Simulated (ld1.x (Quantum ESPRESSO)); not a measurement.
Before and after: TM potential for calcium

| Quantity | Value |
| --- | --- |
| Element | calcium |
| Generator | ld1.x (Quantum ESPRESSO) 7.5 |
| Type | norm-conserving Troullier–Martins (Kleinman–Bylander form) |
| Functional | PBE |
| Relativity | scalar-relativistic |
| Frozen core | [Ar] |
| Valence charge | 2 |
| Reference configuration | 3d0 4s2 4p0 |
| Partial waves | 4p (bound, empty): rc 3.70 bohr; 3d (bound, empty): rc 2.25 bohr; 4s (bound): rc 2.80 bohr |
| Local potential | the s channel |
| Core correction | none |

Change: core correction a·sin(br)/r model core inside 1.10 bohr.

Cutoffs: the cutoffs (Ry, on a coarse ladder) from which the occupation-weighted sum of valence levels, in a spherical-Bessel basis at the reference potential, stays within 10 and 1 mRy of its value at 400 Ry; they do not see the model core or the augmentation charge, which bear on the density cutoff. Errors are all-electron minus pseudo energies relative to the spin-unpolarised reference configuration.

Problem. Predict the effect on cutoff, ghosts and configuration errors.

Solution. Both files are so soft that the ladder of cutoffs tells neither apart; the number of tests that count goes from 7 to 6; of the 6 tests that both files solve, the error grows in 0 and shrinks in 5 by more than 15 % and 0.3 meV (median size 36.0 → 12.7 meV); neither file shows a bound ghost at the reference potential, the only one tested. Exchange and correlation are not linear in the density, so unscreening with the valence charge alone errs where core and valence overlap; a model core restores that term. A model core, the more so a compact one, raises the density cutoff, which this test does not measure.

| quantity | base | changed |
| --- | --- | --- |
| cutoff, loose | 6 Ry | 6 Ry |
| cutoff, tight | 10 Ry | 10 Ry |
| bound ghosts | none | none |
| tests counted (converged, no solver errors) | 7 of 7 | 6 of 7 |
| error for 3d0 4s1 4p0, meV [ΔE 6.31 eV] | +6.6 | -1.2 |
| error for 3d0 4s1.5 4p0, meV [ΔE 2.50 eV] | -0.1 | 0.0 |
| error for 3d0 4s1 4p1, meV [ΔE 2.42 eV] | +11 | -4.6 |
| error for 3d1 4s1 4p0, meV [ΔE 2.28 eV] | +1007 | -125 |
| error for 3d0 4s0 4p2, meV [ΔE 4.95 eV] | +61 | -21 |
| error for 3d0.5 4s1.5 4p0, meV [ΔE 1.05 eV] | +480 | -44 |
| s: phases at 4.00 bohr within 0.05 rad from the reference energy up to (Ry; the scan ends near 5) | 1.0 | 1.0 |
| p: phases at 4.00 bohr within 0.05 rad from the reference energy up to (Ry; the scan ends near 5) | 1.7 | 1.7 |
| d: phases at 4.00 bohr within 0.05 rad from the reference energy up to (Ry; the scan ends near 5) | 0.3 | 0.3 |

Base: The cutoffs count occupied waves only; the empty 3d level needs 35 Ry at the loose tolerance. These tests converged, but a pseudo level misses the all-electron one widely, so the file describes the atom poorly there or has found another state: 3d0.5 4s1.5 4p0: 3d by 1.0 eV. Changed file: The cutoffs count occupied waves only; the empty 3d level needs 35 Ry at the loose tolerance. Tests not counted: 3d1 4s0 4p0 (solver errors, printed error -216 meV).
